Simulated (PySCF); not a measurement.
CH7NOSi2, SMILES C1N[SiH2]O[SiH2]1.

Geometry optimised at PBE-D3(BJ)/def2-SVP. The structure was generated by enumeration, and PubChem lists no compound with its InChIKey, so it may never have been made. One conformer was computed; it need not be the lowest.

These are PySCF with PBE-D3(BJ)/def2-SVP values and carry that method's errors.

Frequencies are harmonic and unscaled.

Computed vibrational spectrum:
| mode | ν (cm⁻¹) | IR (km/mol) | moving atoms (share of kinetic energy) |
|---|---|---|---|
| 1 | 97 | 0.4 | H 38 %, N 23 %, C 21 %, O 10 % |
| 2 | 121 | 1.5 | O 36 %, H 30 %, Si 17 %, N 16 % |
| 3 | 282 | 79.5 | H 88 %, N 9 % |
| 4 | 394 | 7.5 | Si 52 %, O 24 %, H 14 % |
| 5 | 457 | 26.6 | Si 34 %, N 31 %, H 15 %, C 14 % |
| 6 | 530 | 25.6 | H 80 %, Si 13 % |
| 7 | 602 | 3.2 | H 90 % |
| 8 | 638 | 2.2 | H 44 %, C 39 %, Si 15 % |
| 9 | 673 | 60.9 | H 70 %, Si 18 % |
| 10 | 677 | 21.2 | H 61 %, O 17 %, Si 14 % |
| 11 | 688 | 7.2 | H 47 %, O 31 %, Si 21 % |
| 12 | 748 | 15.6 | N 40 %, H 31 %, Si 18 % |
| 13 | 799 | 101.6 | H 61 %, Si 22 % |
| 14 | 823 | 45.0 | H 66 %, C 18 %, Si 11 % |
| 15 | 923 | 381.4 | H 59 %, Si 22 %, O 17 % |
| 16 | 937 | 138.5 | O 54 %, H 31 %, Si 13 % |
| 17 | 950 | 163.8 | H 88 %, Si 9 % |
| 18 | 988 | 135.8 | H 94 % |
| 19 | 1079 | 40.4 | N 34 %, H 33 %, C 31 % |
| 20 | 1125 | 24.5 | H 74 %, C 17 % |
| 21 | 1165 | 16.4 | H 85 %, C 10 % |
| 22 | 1304 | 20.5 | H 66 %, N 20 %, C 13 % |
| 23 | 1424 | 6.7 | H 92 % |
| 24 | 2130 | 194.0 | H 96 % |
| 25 | 2159 | 178.0 | H 97 % |
| 26 | 2166 | 155.9 | H 97 % |
| 27 | 2174 | 102.8 | H 97 % |
| 28 | 2899 | 67.9 | H 94 % |
| 29 | 2970 | 23.5 | H 91 %, C 9 % |
| 30 | 3525 | 15.0 | H 93 % |
